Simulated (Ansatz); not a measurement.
The same ligand exchange along the group C, Si, Ge.

Isolated molecules relaxed with PBE0-D4/def2-TZVP in Ansatz; ΔE leaves out vibrations. CCSD(T)/CBS adds triple-zeta CCSD(T) − MP2 to the extrapolated MP2 energy (def2 sets, frozen cores). This one scheme is used for every species. DFT in def2-TZVPP. For Ge outer-core shells are correlated without core-valence functions, which leaves a few kJ/mol of doubt a bond. Scalar relativity is left out up to krypton. One conformer a species, not always the lowest.

```csv
reaction,CCSD(T)/CBS(def2) (kcal/mol)
`BNC` + `OBF` → `BOBF` + CH₃NH₂,?
`BN[SiH3]` + `OBF` → `BOBF` + `N[SiH3]`,6.4
`B[NH][GeH3]` + `OBF` → `BOBF` + `[NH2][GeH3]`,8.2
```

(1) Fill in the missing values. (An estimate is asked.)

Largest T1 diagnostic: 0.013, for `BOBF`.

Answers

(1) Computed: `BNC` + `OBF` → `BOBF` + CH₃NH₂: +10.3 kcal/mol.
